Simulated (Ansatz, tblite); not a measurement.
Forces on Si₁₆BH₂₄, a doped nanocrystal cut from the lattice of silicon (B on an inner site) at its PBE-D4/def2-SVP geometry. Total charge 0; doublet.

The xTB rows come from tblite. Single mean-field runs in def2-TZVP are fitted with def2-universal-jkfit.

GFN2-xTB (tblite), largest force 0.95 eV/Å:

```xyz
41
positions Å, forces eV/Å
Si   -3.336   -2.013    1.469   -0.299    0.143    0.141
Si    0.057   -3.019   -0.766   -0.091   -0.227   -0.037
Si    0.081    3.281   -1.897   -0.153    0.349   -0.164
Si    1.580   -0.124   -2.360    0.160    0.131   -0.459
B    -1.271    0.407   -0.227   -0.830    0.438   -0.141
Si    0.217   -1.200    2.646   -0.202   -0.163    0.451
Si    1.896    1.688    0.980    0.177    0.449    0.138
Si    3.377   -1.814    0.603    0.279   -0.125    0.025
Si   -3.243    0.000    0.200    0.244   -0.450    0.093
Si   -1.877    2.169   -1.102    0.295   -0.037   -0.070
Si   -0.524   -0.873   -1.570   -0.054   -0.199    0.089
Si   -1.892   -1.988    3.323   -0.081   -0.163    0.074
Si    1.292   -2.724    1.216    0.244   -0.274    0.003
Si    1.212    1.927   -3.447    0.042    0.043   -0.273
Si    1.507    3.747   -0.087    0.103    0.253    0.101
Si    2.988    0.228   -0.506    0.442   -0.219    0.089
Si   -0.237    0.780    1.438    0.073   -0.032    0.027
H    -4.777   -2.123    1.915    0.547   -0.168   -0.264
H    -3.033   -3.177    0.564   -0.279    0.412    0.394
H     0.942   -3.698   -1.784   -0.446    0.115    0.381
H    -1.140   -3.904   -0.535    0.552    0.190   -0.202
H    -0.442    4.552   -2.532    0.197   -0.383    0.182
H     2.202   -1.139   -3.291   -0.170    0.300    0.284
H     1.092   -0.911    3.843   -0.236   -0.084   -0.360
H     2.698    1.847    2.250   -0.232   -0.056   -0.393
H     4.107   -2.771   -0.308   -0.130    0.363    0.470
H     4.230   -1.577    1.825   -0.212   -0.216   -0.544
H    -4.099   -0.207   -1.027    0.102    0.184    0.450
H    -3.916    1.059    1.039    0.022   -0.374   -0.322
H    -2.805    1.982   -2.280    0.205    0.248    0.424
H    -2.554    3.126   -0.150    0.090   -0.244   -0.450
H    -1.412   -1.045   -2.785    0.178    0.035    0.211
H    -1.820   -3.375    3.916   -0.092    0.586   -0.067
H    -2.470   -1.055    4.357    0.162   -0.480   -0.277
H     1.486   -4.043    1.929   -0.082    0.396   -0.197
H     0.376    1.742   -4.688    0.453    0.158    0.359
H     2.509    2.596   -3.831   -0.564   -0.244   -0.018
H     2.790    4.344   -0.612   -0.538   -0.075    0.288
H     0.860    4.732    0.852    0.388   -0.246   -0.388
H     4.293    0.840   -0.960   -0.416   -0.158    0.121
H    -0.943    1.733    2.380    0.152   -0.176   -0.172
```

PBE-D4/def2-TZVP (Ansatz), largest force 0.16 eV/Å:

```
Si -0.063 -0.045 -0.012
Si 0.006 -0.054 -0.024
Si -0.012 0.018 -0.014
Si 0.005 -0.003 -0.015
B -0.012 0.005 0.007
Si -0.010 -0.005 0.012
Si 0.004 0.007 0.002
Si 0.052 -0.026 0.006
Si -0.055 0.070 -0.050
Si -0.080 0.008 0.004
Si -0.007 0.008 -0.054
Si -0.008 -0.022 0.062
Si 0.027 -0.024 0.023
Si 0.009 0.016 -0.043
Si 0.022 0.045 0.015
Si 0.029 0.001 -0.001
Si -0.005 0.028 0.031
H 0.127 0.002 -0.044
H -0.031 0.124 0.092
H -0.093 0.060 0.091
H 0.121 0.072 -0.022
H 0.045 -0.099 0.051
H -0.053 0.083 0.074
H -0.073 -0.029 -0.092
H -0.062 -0.006 -0.106
H -0.056 0.088 0.091
H -0.070 -0.027 -0.115
H 0.086 0.034 0.121
H 0.074 -0.098 -0.085
H 0.089 0.014 0.128
H 0.060 -0.107 -0.089
H 0.071 0.011 0.103
H -0.013 0.135 -0.052
H 0.042 -0.087 -0.084
H -0.010 0.104 -0.062
H 0.081 0.019 0.102
H -0.126 -0.064 0.021
H -0.127 -0.045 0.057
H 0.063 -0.077 -0.084
H -0.103 -0.054 0.037
H 0.052 -0.080 -0.085
```

r2SCAN-D4/def2-TZVP (Ansatz), largest force 0.34 eV/Å:

```
Si -0.145 -0.156 -0.032
Si -0.032 -0.195 -0.081
Si -0.034 0.121 -0.066
Si 0.055 -0.054 -0.115
B -0.017 0.001 0.009
Si 0.010 0.007 0.119
Si 0.053 0.064 0.089
Si 0.179 -0.084 0.026
Si -0.268 0.144 -0.083
Si -0.266 0.137 -0.042
Si -0.029 -0.080 -0.201
Si -0.031 -0.074 0.197
Si 0.063 -0.148 0.086
Si 0.055 0.051 -0.174
Si 0.095 0.166 0.055
Si 0.163 0.037 -0.026
Si 0.023 0.097 0.182
H 0.287 0.023 -0.103
H -0.083 0.264 0.200
H -0.192 0.137 0.197
H 0.276 0.160 -0.058
H 0.091 -0.239 0.120
H -0.123 0.188 0.170
H -0.166 -0.056 -0.217
H -0.148 -0.022 -0.237
H -0.133 0.192 0.193
H -0.162 -0.055 -0.248
H 0.180 0.062 0.259
H 0.146 -0.216 -0.181
H 0.187 0.035 0.261
H 0.131 -0.215 -0.197
H 0.152 0.034 0.226
H -0.032 0.289 -0.113
H 0.103 -0.188 -0.198
H -0.029 0.242 -0.138
H 0.173 0.040 0.236
H -0.270 -0.134 0.058
H -0.271 -0.101 0.112
H 0.134 -0.183 -0.187
H -0.237 -0.119 0.082
H 0.111 -0.171 -0.183
```
